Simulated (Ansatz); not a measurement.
Harmonic frequencies (cm⁻¹) at PBE0-D4/def2-TZVP from Ansatz: 199, 254, 286, 307, 346, 360, 412, 431, 441, 725, 729, 791, 834, 858, 911, 952, 965, 1571, 1576, 1579, 2191, 3605, 3606, 3617, 3704, 3704, 3716.

Each molecule was computed in one conformer, which needn't be the lowest.

Q: Which molecule is it?
A. `N[SiH](N)N`
B. `C=C[Si](F)(Cl)Cl`
C. `C[SiH2]O[SiH3]`
D. `CO[SiH](C)Cl`

A: A.
